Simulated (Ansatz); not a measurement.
Total energies of Si2O2⁺ (the lowest doublet isomer of a short search) from Ansatz at PBE0-D4/def2-TZVP, gas phase (1 Eh = 27.2114 eV = 2625.5 kJ/mol). The reference geometry is relaxed at PBE0-D4/def2-TZVP.

```xyz
4

Si   -0.566   -0.361    0.987
Si    0.566    0.361   -0.987
O    -0.677    0.962   -0.036
O     0.677   -0.962    0.036
```

| state | geometry | energy (Eh) |
| --- | --- | --- |
| charge 1 doublet | reference | -728.88278 |
| charge 0 singlet | reference | -729.21511 |
| charge 1 quartet | relaxed at PBE0-D4/def2-TZVP | -728.75603 |

(1) Work out the vertical electron affinity, to the singlet.

(2) Which of the charge 1 states is lowest, and how far above it are the others?

(1) E(charge 1 doublet) − E(charge 0 singlet) = -728.88278 − (-729.21511) = 0.33233 Eh = 9.04 eV.

(2) The doublet. quartet: -728.75603 − (-728.88278) = 0.12675 Eh = 332.8 kJ/mol.

The structure comes from a short search, and lower isomers may exist.
